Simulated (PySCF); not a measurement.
# Which functional comes closest?

Molecule: `CCCOC(C)=O`, C5H10O2.

Molfile (atoms numbered from 1):
```
C5H10O2
     RDKit          3D

 17 16  0  0  0  0  0  0  0  0999 V2000
   -2.6798   -0.4243    0.0171 C   0  0  0  0  0  0  0  0  0  0  0  0
   -1.1958   -0.6939    0.2040 C   0  0  0  0  0  0  0  0  0  0  0  0
   -0.4326    0.5611    0.5805 C   0  0  0  0  0  0  0  0  0  0  0  0
    0.9420    0.2908    0.8376 O   0  0  0  0  0  0  0  0  0  0  0  0
    1.7614    0.2534   -0.2233 C   0  0  0  0  0  0  0  0  0  0  0  0
    3.1765   -0.0184    0.1972 C   0  0  0  0  0  0  0  0  0  0  0  0
    1.3957    0.4399   -1.3541 O   0  0  0  0  0  0  0  0  0  0  0  0
   -2.8563    0.3105   -0.7844 H   0  0  0  0  0  0  0  0  0  0  0  0
   -3.2202   -1.3432   -0.2529 H   0  0  0  0  0  0  0  0  0  0  0  0
   -3.1388   -0.0283    0.9375 H   0  0  0  0  0  0  0  0  0  0  0  0
   -1.0372   -1.4515    0.9895 H   0  0  0  0  0  0  0  0  0  0  0  0
   -0.7642   -1.0983   -0.7252 H   0  0  0  0  0  0  0  0  0  0  0  0
   -0.8222    0.9919    1.5148 H   0  0  0  0  0  0  0  0  0  0  0  0
   -0.5111    1.3138   -0.2197 H   0  0  0  0  0  0  0  0  0  0  0  0
    3.7683   -0.3150   -0.6760 H   0  0  0  0  0  0  0  0  0  0  0  0
    3.6054    0.9000    0.6267 H   0  0  0  0  0  0  0  0  0  0  0  0
    3.2096   -0.7927    0.9750 H   0  0  0  0  0  0  0  0  0  0  0  0
  1  2  1  0
  2  3  1  0
  3  4  1  0
  4  5  1  0
  5  6  1  0
  5  7  2  0
  1  8  1  0
  1  9  1  0
  1 10  1  0
  2 11  1  0
  2 12  1  0
  3 13  1  0
  3 14  1  0
  6 15  1  0
  6 16  1  0
  6 17  1  0
M  END
```

Geometry PBE0-D3(BJ)/def2-SVP throughout; GIAO in PySCF 2.14.0 with density-fitted response routines, gas phase, one conformer, non-relativistic; equivalent atoms averaged; basis pcSseg-1.

Reference values (measured; solution, not stated per compound (mostly CDCl3 or CCl4); Pretsch, Buehlmann, Badertscher, Structure Determination of Organic Compounds, 4th ed. (2009)): δ(C3) = 66.2 ppm, δ(C2) = 22.4 ppm, δ(C1) = 10.5 ppm, δ(H13/H14) = 4.02 ppm, δ(H11/H12) = 1.65 ppm, δ(H8/H9/H10) = 0.95 ppm. Computed shifts are taken against TMS, calculated as an isolated molecule at each level.

How do the functionals BP86, OPBE, KT3, B97-D, B3LYP, PBE0, mPW1PW91, B97-2, CAM-B3LYP perform against the reference? Times are CPU seconds on shared hosts with different chips, so compare them loosely.

## Answers


| functional | kind | C3 | C2 | C1 | H13/H14 | H11/H12 | H8/H9/H10 | mean abs. error C | mean abs. error H | core-s |
| --- | --- | --- | --- | --- | --- | --- | --- | --- | --- | --- |
| BP86 | GGA | 68.7 | 25.5 | 11.2 | 3.90 | 1.53 | 0.86 | 2.1 | 0.11 | 24 |
| OPBE | GGA | 65.5 | 24.2 | 11.7 | 3.85 | 1.53 | 0.85 | 1.2 | 0.13 | 22 |
| KT3 | GGA | 66.3 | 26.1 | 12.0 | 3.83 | 1.54 | 0.87 | 1.8 | 0.13 | 21 |
| B97-D | GGA | 67.8 | 26.0 | 12.1 | 3.90 | 1.56 | 0.90 | 2.3 | 0.09 | 22 |
| B3LYP | global hybrid | 68.3 | 25.6 | 11.4 | 3.84 | 1.53 | 0.88 | 2.1 | 0.12 | 16 |
| PBE0 | global hybrid | 66.7 | 24.1 | 10.9 | 3.81 | 1.50 | 0.86 | 0.9 | 0.15 | 38 |
| mPW1PW91 | global hybrid | 66.6 | 24.2 | 11.1 | 3.81 | 1.50 | 0.86 | 0.9 | 0.15 | 17 |
| B97-2 | global hybrid | 66.2 | 24.5 | 11.5 | 3.81 | 1.51 | 0.87 | 1.0 | 0.14 | 35 |
| CAM-B3LYP | range-separated hybrid | 67.6 | 24.5 | 10.7 | 3.83 | 1.52 | 0.88 | 1.2 | 0.13 | 40 |

For ¹³C the closest is PBE0 (0.9 ppm, with mPW1PW91, B97-2 practically level) and the furthest B97-D (2.3 ppm).

For ¹H the closest is B97-D (0.09 ppm, with BP86 practically level) and the furthest mPW1PW91 (0.15 ppm). One molecule is a small sample, and vibrational and solvent effects are absent from the calculation.
